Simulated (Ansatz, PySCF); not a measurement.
Ga2H4, SMILES [GaH2][GaH2].

Geometry optimised at PBE0-D3(BJ)/def2-TZVP.

Vertical ionisation energy (IE) and electron affinity (EA) in eV. Rows of orbital energies are one-electron estimates. Where ΔSCF, EOM or ADC give a negative EA the extra electron is unbound and the value depends on the basis.

```json
[
 {"level": "−ε(HOMO), −ε(LUMO), B3LYP/def2-TZVPD (PySCF)", "IE": "6.87", "EA": "2.25"},
 {"level": "−ε(HOMO), −ε(LUMO), PBE/def2-TZVPD (PySCF)", "IE": "6.05", "EA": "2.77"},
 {"level": "ADC(2)/aug-cc-pVDZ (PySCF)", "IE": "(withheld)", "EA": "(withheld)"},
 {"level": "ΔSCF, PBE0/def2-TZVPD (Ansatz), final states of multiplicity 2 and 2", "IE": "9.09", "EA": "0.45"},
 {"level": "ΔSCF, PBE/def2-TZVPD (Ansatz), final states of multiplicity 2 and 2", "IE": "8.95", "EA": "0.54"}
]
```

Q: Fill in the missing entries. (An estimate is asked for; the answer gives what the named calculation found.)

A: 
- ADC(2)/aug-cc-pVDZ (PySCF), IE: 9.00
- ADC(2)/aug-cc-pVDZ (PySCF), EA: 0.33

Q: What vertical singlet–triplet gap does ΔSCF give with PBE0/def2-TZVPD (Ansatz, an electronic-structure program) and with PBE/def2-TZVPD (Ansatz)? (An estimate is asked for; the answer gives what the named calculation found.)

A: 3.13 and 2.94 eV (triplet above singlet where positive).

Q: Beyond the first one, list the lowest photoelectron lines from ADC(2)/aug-cc-pVDZ (PySCF 2.14.0) with their pole strengths (two spins summed). (An estimate is asked for; the answer gives what the named calculation found.)

A: 10.89 eV (1.85), 10.89 eV (1.85), 14.11 eV (1.81), 15.57 eV (1.78).
